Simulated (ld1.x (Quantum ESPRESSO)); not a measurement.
The numbers below are computed, except where a source is named.
**Potentials for Os compared**

Generated with ld1.x 7.5 (TM, RRKJ, ultrasoft, PAW), atompaw 4.2 or ONCVPSP 4.0.1. The cutoff is in Ry: for ld1.x and atompaw files where the sum of valence levels is converged to 10 mRy in a Bessel basis, for ONCV files where the hardest occupied wave has 1 mHa per electron of residual kinetic energy. The error is the largest all-electron minus pseudo excitation energy over each file’s own four to seven test configurations (ionisations up to +4, promotions, holes and added fractions of an electron), all of which were solved. The labels leave out finer settings (local radius, basis sizes, second energies), which also bear on the numbers. Spin-polarised tests are not counted. The rows are a selection from randomly drawn settings: files with unsolved tests, undetermined cutoffs or missed reference levels are left out.

A true bound ghost makes a file unfit for plane-wave use even where its test errors are small: the radial tests pick states by their node count and pass the ghost by.

```csv
potential,cutoff (Ry),largest error (meV),bound ghosts
"TM, PBE, scalar-relativistic, rc 1.94/2.16/1.40 (spd), local smoothed, core correction yes, reference 5d6 6s2 6p0",35,-109,"s, p"
"PAW, LDA (PZ), scalar-relativistic, rc 2.80/3.90/1.70 (spd), local smoothed, core correction yes, reference 5d6.5 6s1.5 6p0",35,-661,none
"TM, BP86, scalar-relativistic, rc 2.60/2.60/1.95 (spd), local s, core correction yes, reference 5d6 6s1.5 6p0",35,-102,none
```

Problem. Fill in the row for Os: TM semilocal, PBE, scalar-relativistic, rc 2.05/3.80/1.45 (spd), local s, core correction yes, reference 5d6 6s2 6p0.

Solution. cutoff 35 Ry, largest error -414 meV, bound ghosts: none.

Problem. Fill in the row for Os: RRKJ, BP86, fully relativistic, rc 2.20/3.15/1.65 (spd), local p, core correction yes, reference 5d6 6s2 6p0.

Solution. cutoff 50 Ry, largest error -839 meV, bound ghosts: none.

Problem. Fill in the row for Os: TM, LDA (PZ), scalar-relativistic, rc 2.15/2.75/2.25 (spd), local s, core correction yes, reference 5d6 6s1.5 6p0.5.

Solution. cutoff 35 Ry, largest error -138 meV, bound ghosts: none.
